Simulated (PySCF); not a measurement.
Isomers of C9H13B. Theory: PBE0-D3(BJ)/def2-SVP geometry optimisation, gas phase (PySCF 2.14.0). Energies are electronic, without zero-point or thermal terms, for one conformer each. No frequencies were run at this level. Point groups hold within 0.08 Å.

Question: Order them by energy at this level, lowest first, and give relative energies in kcal/mol.
A. `[CH3:1][B:2]([CH3:3])[C@H:4]1[C@H:5]2[CH:6]=[CH:7][C@@H:8]1[CH:9]=[CH:10]2` with C1–B2–C4–C5 33°
B. `[CH3:1][B:2]([CH3:3])[C:4]1=[CH:5][CH:6]=[CH:7][CH:8]=[CH:9][CH2:10]1` with C4–C5–C6–C7 30°, C6–C7–C8–C9 -30°, C8–C9–C10–C4 71°, B2–C4–C10–C9 104°

Answer: B (0.0), A (20.4).

```json
{"SMILES": "CB(C)C1=CC=CC=CC1", "E (Eh)": "-374.89914", "E rel (kcal/mol)": "0.0", "dipole (D)": "0.38", "point group": "C1", "A, B, C (MHz)": "2357, 950.7, 736.6"}
{"SMILES": "CB(C)[C@H]1[C@H]2C=C[C@@H]1C=C2", "E (Eh)": "-374.86661", "E rel (kcal/mol)": "20.4", "dipole (D)": "0.23", "point group": "near Cs", "A, B, C (MHz)": "2378, 1126, 1012"}
```
